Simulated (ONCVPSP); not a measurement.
Before and after: ONCV potential for tungsten

tungsten, optimised norm-conserving Vanderbilt (ONCV), made with ONCVPSP 4.0.1 (PBE, scalar-relativistic). Core [Xe] 4f14, reference 5d4 6s2. Waves: 6s: rc 2.90 bohr, ncon 4, nbas 8, qcut 2.6 1/bohr, 2 projectors, debl 0.7 Ha; p scattering state at 0.07 Ha: rc 3.10 bohr, ncon 4, nbas 7, qcut 2.4 1/bohr, 2 projectors, debl 2.3 Ha; 5d: rc 2.45 bohr, ncon 4, nbas 9, qcut 7.3 1/bohr, 2 projectors, debl 2.2 Ha. Local part: polynomial inside 1.95 bohr (lpopt 5, dvloc0 2 Ha). Core correction: Teter function, fcfact 5.5, rcfact 1.1.

In the p channel the program set the typed energies aside and used 0.050, 2.350 Ha.

Change: all radii but the core radius scaled by about 1.25 (s 3.62, p 3.88, d 3.06 bohr); local potential polynomial inside 2.44 bohr (lpopt 5, dvloc0 2 Ha).

Cutoffs: the cutoffs (Ha) at which the residual kinetic energy of the hardest occupied pseudo-wave falls to 1 and 0.1 mHa per electron; they do not see the model core or the augmentation charge, which bear on the density cutoff. Errors are all-electron minus pseudo energies relative to the spin-unpolarised reference configuration.

Q: What does the change do?

A: The potential gets softer (14 Ha and 17 Ha → 11 Ha and 13 Ha); the lowest positive-energy flag moves from s at 28.0 eV to s at 56.3 eV; of the 4 tests that both files solve, the error grows in 2 and shrinks in 2 by more than 15 % and 0.3 meV (median size 49.5 → 8.6 meV); neither file shows a bound ghost. A larger radius leaves more room for a smooth pseudo-wave, so fewer plane waves are needed.

| quantity | base | changed |
| --- | --- | --- |
| cutoff, loose | 14 Ha | 11 Ha |
| cutoff, tight | 17 Ha | 13 Ha |
| loose cutoff by channel | s 3.0 Ha, d 14 Ha | s 2.3 Ha, d 11 Ha |
| bound ghosts | none | none |
| GHOST(+) flags under 300 eV | s at 28.0 eV, p at 81.6 eV | s at 56.3 eV |
| error for 5d4 6s1, meV [ΔE 8.88 eV] | +0.3 | -3.0 |
| error for 5d4 6s0, meV [ΔE 24.56 eV] | +40 | -3.3 |
| error for 5d3 6s0, meV [ΔE 49.95 eV] | +77 | -102 |
| error for 5d3 6s2 6p1, meV [ΔE 4.02 eV] | -59 | -14 |
| rms error of d²Exc/dni dnj with the model core, mHa | 3.82 | 3.94 |
